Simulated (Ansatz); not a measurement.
Ansatz (a quantum-chemistry and plane-wave program) input (B3LYP/6-31G* with LANL2DZ past Ar): The .json file joins the Basis Set Exchange's 6-31G* for atoms up to Ar and LANL2DZ past it.

Ansatz 0.2 input:
```yaml
crystal:
  periodic: [false, false, false]
  atoms:
    - {symbol: Ag, position_ang: [-0.00000000, -0.00000000, -0.31682699]}
    - {symbol: F, position_ang: [0.00000000, 0.00000000, 1.65454095]}
basis:
  gaussian:
    orbitals: 6-31Gs+LANL2DZ.json
hamiltonian:
  xc: {name: B3LYP}
total_charge: 1
magnetization: {spin_polarized: true, initial_magnetization: 1}
output: {forces: true}
```

Output:

```
WARN ansatz: RAYON_NUM_THREADS=1 ignored (pool sized by the plan → 1); use --threads N
Functional definition: B3LYP
integrals: 0.01 GiB planned
438 factors; integrals over basis functions are off by at most 2.3e-4 eV
mean field: 0.13 GiB planned
mean field evaluation 1: about -6664.6730 eV, gradient 4.6e1 eV
mean field evaluation 2: about -6557.3094 eV, gradient 1.4e2 eV
mean field evaluation 4: about -6670.9683 eV, gradient 1.8e1 eV
mean field evaluation 8: about -6672.2710 eV, gradient 1.3e-1 eV
mean field evaluation 16: about -6672.2968 eV, gradient 2.9e-5 eV
mean field evaluation 32: about -6672.2968 eV, gradient 6.2e-6 eV
mean field -6672.29678328 eV, -245.2023841405 hartree, gradient 6.2e-6 eV, S^2 0.755174; 1 other end points of the search recorded, 0 dependent functions left out
the calculation of the forces begins
reference -6672.29704202 eV, -245.2023936488 hartree; 14, 13 occupied and 23, 24 virtual orbitals, 438 factors
Total energy: -6672.29704202 eV, -245.2023936488 hartree
Atom 0 at    -0.000000    -0.000000    -0.316827 Å, force     0.000000    -0.000000    -0.458707 eV/Å
Atom 1 at     0.000000     0.000000     1.654541 Å, force    -0.000000     0.000000     0.458707 eV/Å
Dipole moment:    -0.000000    -0.000000    -0.598224 e Å
```

The dipole moment of an ion depends on the origin.
